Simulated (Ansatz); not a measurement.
Species: sum formula Si₂N₂H₇, charge 0, multiplicity 2. It need not be the lowest isomer of its formula. 
Structure (B3LYP-D3(BJ)/def2-TZVP (Ansatz, an electronic-structure program) minimum search):
```
N
H 1 1.0130
Si 1 1.7334 2 113.85
N 3 1.7180 1 107.03 2 48.07
H 4 1.0058 3 122.54 1 -157.36
H 4 1.0092 5 112.82 3 165.85
Si 1 1.7337 2 115.41 3 -171.12
H 7 1.4778 1 107.92 2 -170.43
H 7 1.4839 8 109.97 1 -119.84
H 7 1.4847 8 108.86 9 -117.26
H 3 1.4981 4 116.44 5 86.59
```
Charge 0, spin multiplicity 2.

Total electronic energies in hartree. Cores are frozen in the correlated levels unless marked. Open shells are spin-unrestricted. No spin-orbit coupling. Non-relativistic unless marked X2C. CBS(X,Y): correlation extrapolated as X^-3; Hartree-Fock from the larger set.

```csv
level,program,energy (Eh)
HF/aug-cc-pV(D+d)Z,Ansatz,-690.90424
HF/aug-cc-pV(T+d)Z,Ansatz,-690.96611
HF/cc-pV(T+d)Z,Ansatz,-690.96205
HF/cc-pVTZ,Ansatz,-690.95333
HF/cc-pV(Q+d)Z,Ansatz,-690.97893
B97M-V/def2-TZVPD,Ansatz,(withheld)
B3LYP-D4/def2-TZVPD,Ansatz + dftd4,-692.85666
PBE0-D3(BJ)/def2-TZVP,Ansatz + dftd3,-692.42179
r2SCANh-D4/def2-TZVPD,Ansatz + dftd4,-692.67183
r2SCAN0/def2-TZVPD,Ansatz,-692.65771
B2PLYP-D3(BJ)/def2-TZVPD,Ansatz + dftd3,-692.46521
B2PLYP/def2-TZVPD,Ansatz,-692.45723
MP2/STO-3G,Ansatz,-682.90905
MP2/cc-pVTZ,Ansatz,-691.60994
SCS-MP2/6-31G,Ansatz,-691.01269
SCS-MP2/cc-pV(D+d)Z,Ansatz,-691.41525
SCS-MP2/cc-pV(T+d)Z,Ansatz,-691.62590
CCSD/STO-3G,Ansatz,-682.95885
CCSD/cc-pV(D+d)Z,Ansatz,-691.46632
CCSD(T)/aug-cc-pV(T+d)Z,Ansatz,-691.70882
CCSD(T)/cc-pV(Q+d)Z,Ansatz,-691.75086
X2C-CCSD(T)/cc-pVTZ-DK,Ansatz,-692.94288
"CCSD(T)/CBS(cc-pV(T+d)Z,cc-pV(Q+d)Z)",Ansatz,-691.7824
```

Question: What belongs in the gaps?

Answer: 
- B97M-V/def2-TZVPD, energy (Eh): -692.62201
